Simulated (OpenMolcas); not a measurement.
**d5 ions of charge +3 down a group with 6 hydroxide ligands in octahedral coordination**

```
Program             : OpenMolcas 26.06
Method              : SS-CASPT2, IPEA 0.25 Eh, imaginary shift 0.1 Eh
Spin-orbit coupling : RASSI with atomic mean-field integrals over the reference wave functions
```

The d shell is active; CASPT2 correlates the ligand valence shells and the outer metal core. Anionic complexes are neutralised by point charges behind the ligands. Distances were set from a Shannon-type radius of the metal (high-spin where two are listed) plus a fixed donor radius (OH 1.33 Å). Ligand basis ANO-RCC-VDZP, DKH2 Hamiltonian. Energies in cm-1 above the lowest state or level, χT in cm3 K/mol. Spin-only χT is S(S+1) / 2 for the spin of the ground state.

```tsv
Ion	Shell	R (Å)	Metal basis	Outer charge (e at Å behind ligand)	Ground state	First state of that spin	First gap with spin-orbit (degeneracies)	χT at 300 K	First state of another spin	Spin-only χT
Fe3+	3d5	1.98	ANO-RCC-VDZP	0.5 at 2.8	2S+1 = 6		0 (4, 2)	4.383	2S+1 = 4: 15110	4.375
Ru3+	4d5	2.01	ANO-RCC-VDZP	0.5 at 2.6	2S+1 = 2	820	1750 (2, 2)	0.631	2S+1 = 4: 13470	0.375
```

The rows also differ in their outer charges, so part of each step comes from that.

Below the highest spin of the shell: Ru3+. χT departs most from the spin-only value for Ru3+, by +0.256 cm3 K/mol.

Roots that are degenerate in the reference are averaged as groups; the widest CASPT2 spread within a group is 110 cm-1 (the 2-fold group of multiplicity 4 near 68700 cm-1 above the lowest state of its run, Ru3+). Shifts and gaps below about the spread of the groups concerned are not significant. Over all roots computed the reference weight is 0.64 to 0.68 in Fe3+, 0.64 to 0.66 in Ru3+; a low but even weight reflects the number of correlated electrons. Ligand-to-metal charge-transfer states are missing. With no ligand orbital active B as a rule stays too high, so bands that hang on it stand too high and its fall with covalency is understated. With one d shell and no ligand orbital active, 10Dq can be off by a tenth or more. An orbital doublet at a regular site is open to a Jahn-Teller distortion, which this geometry leaves out (holds for Ru3+). The least metal-like active orbital is 74 % on the metal (Löwdin) and no ligand orbital is active, so the numbers are rough (holds for Ru3+). No measured value stands beside these numbers; the geometry is a model, was not optimised and need not be the one that this ion takes.

A state without a sure symmetry label is named by its multiplicity alone.
